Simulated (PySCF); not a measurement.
# CAM-B3LYP on Mo⁺ (molybdenum, charge +1)

Configuration: [Kr] 4d5, high-spin 6S determinant. Calculation: PySCF 2.14, in def2-TZVPPD with the def2 core potential (28 electrons); scalar relativity through the core potential.

```json
{"Total energy": "-67.7896 hartree", "One-electron energy": "-112.9170 hartree", "Hartree (Coulomb) energy": "52.8711 hartree", "Exchange-correlation energy": "-7.7437 hartree", "⟨S²⟩": "8.7502", "⟨L²⟩": "0.000", "Sum of ⟨r⟩": "19.21 bohr", "Sum of ⟨r²⟩": "34.58 bohr²"}
```

| shell | electrons | mean orbital energy (hartree) | rms radius, mean of both spins (bohr) |
| --- | --- | --- | --- |
| 4s α | 1 | -2.89358 | 1.19 |
| 4s β | 1 | -2.76475 | 1.19 |
| 4p α | 3 | -1.90595 | 1.34 |
| 4p β | 3 | -1.75062 | 1.34 |
| 4d α | 5 | -0.51293 | 2.05 |

Energies and moments cover only the electrons outside the core potential.
